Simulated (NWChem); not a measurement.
System: C2H7BO; SMILES B(O)CC

Here is an NWChem input.

```
start job
memory heap 200 mb stack 900 mb global 1100 mb
geometry units angstroms noautosym nocenter noautoz
  B     -0.644995     0.891477     0.000000
  H     -1.648435     1.572980     0.000000
  C     -0.719168    -0.683090     0.000000
  C      0.607175    -1.434662     0.000000
  H     -1.338165    -0.975316    -0.869399
  H     -1.338165    -0.975316     0.869399
  H      1.214645    -1.194846     0.889589
  H      1.214645    -1.194846    -0.889589
  H      0.471237    -2.527075     0.000000
  O      0.519360     1.577632     0.000000
  H      1.290969     0.998421     0.000000
end
basis spherical
  B library 6-311g**
  H library 6-311g**
  C library 6-311g**
  O library 6-311g**
end
dft
  xc b3lyp
  iterations 150
end
property
  shielding 9 1 2 3 4 5 7 9 10 11
end
task dft property
```

Parts of the log:

```
             Northwest Computational Chemistry Package (NWChem) 7.3.0
             --------------------------------------------------------

                             Geometry "geometry" -> ""
                             -------------------------

 Output coordinates in angstroms (scale by  1.889725989 to convert to a.u.)

  No.       Tag          Charge          X              Y              Z
 ---- ---------------- ---------- -------------- -------------- --------------
    1 B                    5.0000    -0.64499500     0.89147700     0.00000000
    2 H                    1.0000    -1.64843500     1.57298000     0.00000000
    3 C                    6.0000    -0.71916800    -0.68309000     0.00000000
    4 C                    6.0000     0.60717500    -1.43466200     0.00000000
    5 H                    1.0000    -1.33816500    -0.97531600    -0.86939900
    6 H                    1.0000    -1.33816500    -0.97531600     0.86939900
    7 H                    1.0000     1.21464500    -1.19484600     0.88958900
    8 H                    1.0000     1.21464500    -1.19484600    -0.88958900
    9 H                    1.0000     0.47123700    -2.52707500     0.00000000
   10 O                    8.0000     0.51936000     1.57763200     0.00000000
   11 H                    1.0000     1.29096900     0.99842100     0.00000000

 Effective nuclear repulsion energy (a.u.)     114.2969207846

                              NWChem Property Module
                              ----------------------

  itol2e modified to match energy
  convergence criterion.

                                 NWChem DFT Module
                                 -----------------

 Summary of "ao basis" -> "ao basis" (spherical)
 ------------------------------------------------------------------------------
       Tag                 Description            Shells   Functions and Types
 ---------------- ------------------------------  ------  ---------------------
 B                          6-311g**                 8       18   4s3p1d
 H                          6-311g**                 4        6   3s1p
 C                          6-311g**                 8       18   4s3p1d
 O                          6-311g**                 8       18   4s3p1d

  itol2e modified to match energy
  convergence criterion.

            General Information
            -------------------
          SCF calculation type: DFT
          Wavefunction type:  closed shell.
          No. of atoms     :    11
          No. of electrons :    32
           Alpha electrons :    16
            Beta electrons :    16
          Charge           :     0
          Spin multiplicity:     1
          Use of symmetry is: off; symmetry adaption is: off
          Maximum number of iterations: 150
          AO basis - number of functions:   114
                     number of shells:    60
          Convergence on energy requested:  1.00D-07
          Convergence on density requested:  1.00D-05
          Convergence on gradient requested:  5.00D-04

              XC Information
              --------------
                         B3LYP Method XC Potential
                     Hartree-Fock (Exact) Exchange  0.200
                        Slater Exchange Functional  0.800 local
                    Becke 1988 Exchange Functional  0.720 non-local
              Lee-Yang-Parr Correlation Functional  0.810
                  VWN I RPA Correlation Functional  0.190 local

             Grid Information
             ----------------
          Grid used for XC integration:  fine
          Radial quadrature: Mura-Knowles
          Angular quadrature: Lebedev.
          Tag              B.-S. Rad. Rad. Pts. Rad. Cut. Ang. Pts.
          ---              ---------- --------- --------- ---------
          B                   0.85       70          11.0       590
          H                   0.35       60          12.0       590
          C                   0.70       70          11.0       590
          O                   0.60       70          11.0       590
          Grid pruning is: on
          Number of quadrature shells:   700
          Spatial weights used:  Erf1

      Superposition of Atomic Density Guess
      -------------------------------------

 Sum of atomic energies:        -178.14512652

      Non-variational initial energy
      ------------------------------

 Total energy =    -180.401325
 1-e energy   =    -465.739636
 2-e energy   =     171.041390
 HOMO         =      -0.344677
 LUMO         =       0.035204

   convergence    iter        energy       DeltaE   RMS-Dens  Diis-err
 ---------------- ----- ----------------- --------- --------- ---------
 d= 0,ls=0.0,diis     1   -180.5408814549 -2.95D+02  6.84D-03  7.08D-01
 d= 0,ls=0.0,diis     2   -180.5408951486 -1.37D-05  4.44D-03  7.67D-01
 d= 0,ls=0.0,diis     3   -180.6010936190 -6.02D-02  1.07D-03  1.18D-01
 d= 0,ls=0.0,diis     4   -180.6107002088 -9.61D-03  2.31D-04  1.83D-03
 d= 0,ls=0.0,diis     5   -180.6108676380 -1.67D-04  8.80D-05  3.40D-04
  Resetting Diis
 d= 0,ls=0.0,diis     6   -180.6109087922 -4.12D-05  1.18D-05  4.29D-06
 d= 0,ls=0.0,diis     7   -180.6109092612 -4.69D-07  6.06D-06  3.68D-07
 d= 0,ls=0.0,diis     8   -180.6109092543  6.98D-09  3.04D-06  4.58D-07

         Total DFT energy =     -180.610909254265
      One electron energy =     -469.995087590596
           Coulomb energy =      201.279913057133
    Exchange-Corr. energy =      -26.192655505366
 Nuclear repulsion energy =      114.296920784564

 Numeric. integr. density =       31.999983982835

                       DFT Final Molecular Orbital Analysis
                       ------------------------------------

 Vector   14  Occ=2.000000D+00  E=-3.546892D-01
              MO Center= -4.6D-01, -2.4D-01,  1.6D-09, r^2= 3.4D+00
   Bfn.  Coefficient  Atom+Function         Bfn.  Coefficient  Atom+Function
  ----- ------------  ---------------      ----- ------------  ---------------
    49     -0.199244   4 C  px               31      0.198037   3 C  px
    20      0.158740   2 H  s                53     -0.152823   4 C  px
    35      0.146642   3 C  px               27      0.137887   3 C  px
    45     -0.138418   4 C  px                6      0.125596   1 B  s
     7     -0.120342   1 B  px               62     -0.112500   5 H  s

 Vector   15  Occ=2.000000D+00  E=-3.496747D-01
              MO Center= -9.5D-02, -3.3D-01, -2.7D-09, r^2= 3.3D+00
   Bfn.  Coefficient  Atom+Function         Bfn.  Coefficient  Atom+Function
  ----- ------------  ---------------      ----- ------------  ---------------
    99      0.218853  10 O  pz              103      0.218601  10 O  pz
    33     -0.195388   3 C  pz               62      0.159597   5 H  s
    68     -0.159597   6 H  s                95      0.153276  10 O  pz
    37     -0.148819   3 C  pz               51      0.145312   4 C  pz
    29     -0.137139   3 C  pz               74      0.126718   7 H  s

 Vector   16  Occ=2.000000D+00  E=-2.969030D-01
              MO Center= -5.2D-01,  3.3D-01,  1.1D-10, r^2= 3.0D+00
   Bfn.  Coefficient  Atom+Function         Bfn.  Coefficient  Atom+Function
  ----- ------------  ---------------      ----- ------------  ---------------
    36      0.242787   3 C  py               32      0.234299   3 C  py
     8     -0.193544   1 B  py               20     -0.185185   2 H  s
    34      0.176634   3 C  s                98      0.171468  10 O  py
    28      0.164142   3 C  py              102      0.159729  10 O  py
     4     -0.158469   1 B  py               21     -0.155299   2 H  s

[...]

          -----------------------------------------
          Chemical Shielding Tensors (GIAO, in ppm)
          -----------------------------------------

                                NWChem CPHF Module
                                ------------------

  scftype          =     RHF
  nclosed          =       16
  nopen            =        0
  variables        =     1568
  # of vectors     =        3
  tolerance        = 0.10D-03
  level shift      = 0.00D+00
  max iterations   =       50
  max subspace     =       30

 SCF residual:    1.4874300888878533E-004

Iterative solution of linear equations
  No. of variables     1568
  No. of equations        3
  Maximum subspace       30
        Iterations       50
       Convergence  1.0D-04

   iter   nsub   residual    time
   ----  ------  --------  ---------
     1      3    5.15D-01      96.8
     2      6    3.14D-02     103.7
     3      9    7.78D-04     111.2
     4     12    2.50D-05     118.9

      Atom:    1  B
        Diamagnetic
    194.5669      2.6507     -0.0000
      2.6507    207.2600     -0.0000
     -0.0000     -0.0000    183.2879

        Paramagnetic
   -189.2148     -1.2156      0.0000
     -1.2156   -154.5573      0.0000
      0.0000      0.0000    -82.2145

        Total Shielding Tensor
      5.3521      1.4351      0.0000
      1.4351     52.7027      0.0000
      0.0000      0.0000    101.0735

           isotropic =      53.0428
          anisotropy =      72.0460

          Principal Components and Axis System
                 1           2           3
              101.0735     52.7462      5.3087

      1         0.0000      0.0303      0.9995
      2         0.0000      0.9995     -0.0303
      3         1.0000     -0.0000     -0.0000

      Atom:    2  H
        Diamagnetic
     33.5486     -5.7054     -0.0000
     -5.7054     31.6245      0.0000
     -0.0000      0.0000     25.1280

        Paramagnetic
     -8.3004      4.7748     -0.0000
      4.7748     -2.9042     -0.0000
     -0.0000     -0.0000      0.1661

        Total Shielding Tensor
     25.2482     -0.9306     -0.0000
     -0.9306     28.7202     -0.0000
     -0.0000     -0.0000     25.2941

           isotropic =      26.4209
          anisotropy =       3.7996

          Principal Components and Axis System
                 1           2           3
               28.9539     25.2941     25.0146

      1        -0.2436     -0.0000      0.9699
      2         0.9699     -0.0000      0.2436
      3        -0.0000      1.0000      0.0000

      Atom:    3  C
        Diamagnetic
    250.9238     -5.3343      0.0000
     -5.3343    251.1959     -0.0000
      0.0000     -0.0000    239.9501

        Paramagnetic
    -99.9589    -11.3981     -0.0000
    -11.3981    -78.2022      0.0000
     -0.0000      0.0000    -69.4626

        Total Shielding Tensor
    150.9648    -16.7324     -0.0000
    -16.7324    172.9937      0.0000
     -0.0000      0.0000    170.4876

           isotropic =     164.8154
          anisotropy =      25.7942

          Principal Components and Axis System
                 1           2           3
              182.0115    170.4876    141.9470

      1        -0.4744      0.0000      0.8803
      2         0.8803     -0.0000      0.4744
      3         0.0000      1.0000     -0.0000

      Atom:    4  C
        Diamagnetic
    252.4907     -5.5381      0.0000
     -5.5381    247.0714     -0.0000
      0.0000     -0.0000    242.8201

        Paramagnetic
    -70.8414     -1.8563     -0.0000
     -1.8563    -74.1769      0.0000
     -0.0000      0.0000    -66.5751

        Total Shielding Tensor
    181.6494     -7.3944     -0.0000
     -7.3944    172.8945      0.0000
     -0.0000      0.0000    176.2450

           isotropic =     176.9296
          anisotropy =      13.4029

          Principal Components and Axis System
                 1           2           3
              185.8649    176.2450    168.6790

      1         0.8687      0.0000      0.4953
      2        -0.4953      0.0000      0.8687
      3        -0.0000      1.0000     -0.0000

      Atom:    5  H
        Diamagnetic
     31.1399      1.6811      6.9714
      1.6811     27.1775      3.2648
      6.9714      3.2648     31.4534

        Paramagnetic
      2.0438     -2.1614     -3.2014
     -2.1614      0.7432     -1.9071
     -3.2014     -1.9071     -0.3165

        Total Shielding Tensor
     33.1837     -0.4803      3.7700
     -0.4803     27.9207      1.3578
      3.7700      1.3578     31.1369

           isotropic =      30.7471
          anisotropy =       8.0166

          Principal Components and Axis System
                 1           2           3
               36.0915     29.4547     26.6950

      1         0.7871     -0.4915      0.3726
      2         0.0558      0.6584      0.7506
      3         0.6142      0.5700     -0.5457

      Atom:    6  H
        Diamagnetic
     31.5444     -0.4598      6.8679
     -0.4598     26.6993      0.8933
      6.8679      0.8933     32.1112

        Paramagnetic
      0.6744     -0.2827     -2.3830
     -0.2827      2.2922     -1.0290
     -2.3830     -1.0290     -0.1014

        Total Shielding Tensor
     32.2188     -0.7425      4.4849
     -0.7425     28.9915     -0.1358
      4.4849     -0.1358     32.0099

           isotropic =      31.0734
          anisotropy =       8.3675

          Principal Components and Axis System
                 1           2           3
               36.6517     29.0634     27.5050

      1         0.7156     -0.1396     -0.6845
      2        -0.0817      0.9564     -0.2804
      3         0.6938      0.2565      0.6730

      Atom:    7  H
        Diamagnetic
     25.9973     -0.9024      0.0000
     -0.9024     39.5818      0.0000
      0.0000      0.0000     23.7863

        Paramagnetic
      2.9109     -0.3421     -0.0000
     -0.3421     -2.8517      0.0000
     -0.0000      0.0000      2.3734

        Total Shielding Tensor
     28.9082     -1.2445     -0.0000
     -1.2445     36.7301      0.0000
     -0.0000      0.0000     26.1597

           isotropic =      30.5993
          anisotropy =       9.4860

          Principal Components and Axis System
                 1           2           3
               36.9233     28.7149     26.1597

      1        -0.1534      0.9882      0.0000
      2         0.9882      0.1534     -0.0000
      3         0.0000     -0.0000      1.0000

      Atom:    8  O
        Diamagnetic
    403.8587      3.1034     -0.0000
      3.1034    379.4427     -0.0000
     -0.0000     -0.0000    366.1398

        Paramagnetic
   -367.8118     84.6833     -0.0000
     84.6833   -308.5507     -0.0000
     -0.0000     -0.0000    -35.2460

        Total Shielding Tensor
     36.0469     87.7867     -0.0000
     87.7867     70.8920     -0.0000
     -0.0000     -0.0000    330.8937

           isotropic =     145.9442
          anisotropy =     277.4243

          Principal Components and Axis System
                 1           2           3
              330.8937    142.9684    -36.0295

      1        -0.0000      0.6346      0.7729
      2        -0.0000      0.7729     -0.6346
      3         1.0000      0.0000      0.0000

      Atom:    9  H
        Diamagnetic
     38.9956     -6.3151     -0.0000
     -6.3151     29.9418     -0.0000
     -0.0000     -0.0000     18.5453

        Paramagnetic
     -9.5111      5.3302      0.0000
      5.3302     -2.7486      0.0000
      0.0000      0.0000      3.1791

        Total Shielding Tensor
     29.4844     -0.9849      0.0000
     -0.9849     27.1932      0.0000
      0.0000      0.0000     21.7244

           isotropic =      26.1340
          anisotropy =       5.5734

          Principal Components and Axis System
                 1           2           3
               29.8496     26.8281     21.7244

      1         0.9376      0.3476     -0.0000
      2        -0.3476      0.9376     -0.0000
      3         0.0000      0.0000      1.0000
```

Level: B3LYP/6-311G** (spherical d), GIAO. All runs use the structure optimised with PBE0/def2-SVP. The output numbers the shielded atoms by their place in the input's list. The printed shielding anisotropy is the first printed principal value minus the mean of the other two.
